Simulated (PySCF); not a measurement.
# Choosing a basis for TDDFT

Compound: C₃H₉Al.
SMILES: `CC[CH2][AlH2]`

TDDFT with PBE0 (PySCF), vertical singlets, core orbitals frozen in the response, spherical d and f functions. One conformer (not necessarily the lowest) at the PBE0-D3(BJ)/def2-SVP geometry, without solvent, vibrations or thermal averaging.

| basis | functions | diffuse | S1 (eV) | S2 (eV) | S3 (eV) | S4 (eV) | S5 (eV) | LUMO (eV) | α (au) |
| --- | --- | --- | --- | --- | --- | --- | --- | --- | --- |
| 6-31G* | 78 | no | 4.72 | 5.44 | 6.97 | 7.15 | 7.51 | -1.20 | 55.9 |
| 6-31+G* | 94 | yes | 4.75 | 5.43 | 6.61 | 7.00 | 7.18 | -1.32 | 62.0 |
| def2-SVP | 105 | no | 4.79 | 5.41 | 7.00 | 7.22 | 7.47 | -1.25 | 59.0 |
| def2-SVPD | 156 | yes | 4.80 | 5.40 | 6.82 | 7.03 | 7.24 | -1.28 | 67.8 |
| aug-cc-pVDZ | 177 | yes | 4.74 | 5.35 | 6.44 | 6.94 | 7.02 | -1.35 | 69.3 |
| def2-TZVP | 184 | no | 4.78 | 5.41 | 7.01 | 7.08 | 7.22 | -1.27 | 65.5 |
| def2-TZVPD | 235 | yes | 4.78 | 5.41 | 6.60 | 7.01 | 7.20 | -1.29 | 68.9 |

Question: How much do these states and the polarisability depend on the basis?

Answer: States are compared by their number. Against the largest diffuse basis here (def2-TZVPD, itself not a converged limit), sets without diffuse functions differ by up to 0.06 eV in S1 and 0.31 eV in S5; the smaller diffuse sets differ by up to 0.04 and 0.18 eV. State by state, the largest deviation of a set without diffuse functions is S1 0.06, S2 0.03, S3 0.40, S4 0.22, S5 0.31 eV. The same number needn't mean the same state in each row. Against def2-TZVPD the polarisability deviates by -19% in 6-31G*, -10% in 6-31+G*, -14% in def2-SVP, -2% in def2-SVPD, +1% in aug-cc-pVDZ, -5% in def2-TZVP. A single + in a Pople set puts diffuse functions on heavy atoms only.
